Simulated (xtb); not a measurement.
C4CoO4, charge +2, doublet, at a GFN2-xTB geometry of the parent state (such geometries of metal compounds can be far from the true shape) (the multiplicity is a formal guess); GFN0-xTB (xtb).

Here is a job for xtb.
```
$ xtb mol.xyz --gfn 0 --chrg 2 --uhf 1 --json

# file mol.xyz
9

Co    -0.00000000     0.00000000    -0.00000000
O      1.34380130     1.24503415    -2.27102784
C      0.86099741     0.75018521    -1.36126207
O     -0.10742565    -1.32367666     2.59804143
C     -0.01698677    -0.80387044     1.58449758
O     -0.43982013    -2.49503246    -1.44735991
C     -0.31409387    -1.50642719    -0.88834170
O     -0.79655552     2.57367497     1.12034632
C     -0.52991678     1.56011242     0.66510619
```

The log (banner, timings and long lists left out):

```
   ID    Z sym.   atoms
    1   27 Co     1
    2    8 O      2, 4, 6, 8
    3    6 C      3, 5, 7, 9

           -------------------------------------------------
          |                Calculation Setup                |
           -------------------------------------------------

           -------------------------------------------------
          |                 G F N 0 - x T B                 |
           -------------------------------------------------

          ...................................................
          :                      SETUP                      :
          :.................................................:
          :  # basis functions                  42          :
          :  # atomic orbitals                  41          :
          :  # shells                           19          :
          :  # electrons                        47          :
          :  electronic temp.          300.0000000     K    :
          :  accuracy                    1.0000000          :
          :  -> integral cutoff          0.2500000E+02      :
          :  -> integral neglect         0.1000000E-07      :
          ...................................................

         :::::::::::::::::::::::::::::::::::::::::::::::::::::
         ::                     SUMMARY                     ::
         :::::::::::::::::::::::::::::::::::::::::::::::::::::
         :: total energy             -21.547165914179 Eh    ::
         :: gradient norm              0.149202557787 Eh/a0 ::
         :: HOMO-LUMO gap              1.461130864545 eV    ::
         ::.................................................::
         :: H0 energy                -24.742252873922 Eh    ::
         :: repulsion energy           0.288910658418 Eh    ::
         :: electrostat energy         2.958531477542 Eh    ::
         :: -> Gsolv                   0.000000000000 Eh    ::
         ::    -> Gsasa                0.000000000000 Eh    ::
         ::    -> Gshift               0.000000000000 Eh    ::
         :: dispersion energy         -0.002808499827 Eh    ::
         :: short-range corr.         -0.049546676390 Eh    ::
         :: add. restraining           0.000000000000 Eh    ::
         :: total charge               2.000000000000 e     ::
         :::::::::::::::::::::::::::::::::::::::::::::::::::::

           -------------------------------------------------
          |                Property Printout                |
           -------------------------------------------------

    * Orbital Energies and Occupations

         #    Occupation            Energy/Eh            Energy/eV
      -------------------------------------------------------------
         1        2.0000           -0.7099886             -19.3198
       ...           ...                  ...                  ...
        12        2.0000           -0.5023153             -13.6687
        13        2.0000           -0.4979196             -13.5491
        14        2.0000           -0.4967139             -13.5163
        15        2.0000           -0.4967139             -13.5163
        16        2.0000           -0.4916693             -13.3790
        17        2.0000           -0.4732021             -12.8765
        18        2.0000           -0.4654597             -12.6658
        19        2.0000           -0.4598204             -12.5124
        20        2.0000           -0.4598204             -12.5124
        21        2.0000           -0.4120902             -11.2135
        22        1.9999           -0.3959454             -10.7742
        23        1.9999           -0.3959454             -10.7742
        24        1.0001           -0.3781690             -10.2905 (HOMO)
        25                         -0.3244735              -8.8294 (LUMO)
        26                         -0.2434260              -6.6240
        27                         -0.2434260              -6.6240
        28                         -0.2328216              -6.3354
        29                         -0.2244353              -6.1072
        30                         -0.2197797              -5.9805
        31                         -0.2197797              -5.9805
        32                         -0.2090138              -5.6876
        33                         -0.1394959              -3.7959
        34                          0.2592119               7.0535
        35                          0.3321870               9.0393
       ...                                ...                  ...
        41                          1.3798054              37.5464
      -------------------------------------------------------------
                  HL-Gap            0.0536956 Eh            1.4611 eV
             Fermi-level            0.0000000 Eh            0.0000 eV

     #   Z          covCN         q      C6AA      α(0)
     1  27 Co       3.522     1.100   111.473    21.979
     2   8 O        0.856     0.190    12.755     4.792
     3   6 C        1.738     0.035    30.941     8.988
     4   8 O        0.856     0.190    12.755     4.792
     5   6 C        1.738     0.035    30.941     8.988
     6   8 O        0.856     0.190    12.755     4.792
     7   6 C        1.738     0.035    30.941     8.988
     8   8 O        0.856     0.190    12.755     4.792
     9   6 C        1.738     0.035    30.941     8.988

 Mol. C6AA /au·bohr⁶  :       2180.715125
 Mol. C8AA /au·bohr⁸  :      78553.685274
 Mol. α(0) /au        :         77.099652

Wiberg/Mayer (AO) data.
largest (>0.10) Wiberg bond orders for each atom

 ---------------------------------------------------------------------------
     #   Z sym  total        # sym  WBO       # sym  WBO       # sym  WBO
 ---------------------------------------------------------------------------
     1  27 Co   4.767 --     9 C    0.988     5 C    0.988     7 C    0.988
                             3 C    0.988     8 O    0.204     6 O    0.204
                             4 O    0.204     2 O    0.204
     2   8 O    2.729 --     3 C    2.455     1 Co   0.204
     3   6 C    3.596 --     2 O    2.455     1 Co   0.988
     4   8 O    2.729 --     5 C    2.455     1 Co   0.204
     5   6 C    3.596 --     4 O    2.455     1 Co   0.988
     6   8 O    2.729 --     7 C    2.455     1 Co   0.204
     7   6 C    3.596 --     6 O    2.455     1 Co   0.988
     8   8 O    2.729 --     9 C    2.455     1 Co   0.204
     9   6 C    3.596 --     8 O    2.455     1 Co   0.988
 ---------------------------------------------------------------------------

Topologies differ in total number of bonds
Writing topology from bond orders to xtbtopo.mol

 dipole moment from electron density (au)
     X       Y       Z
   0.0000  -0.0000  -0.0000  total (Debye):    0.000

           -------------------------------------------------
          | TOTAL ENERGY              -21.547165914179 Eh   |
          | GRADIENT NORM               0.149202557787 Eh/α |
          | HOMO-LUMO GAP               1.461130864545 eV   |
           -------------------------------------------------

normal termination of xtb
```
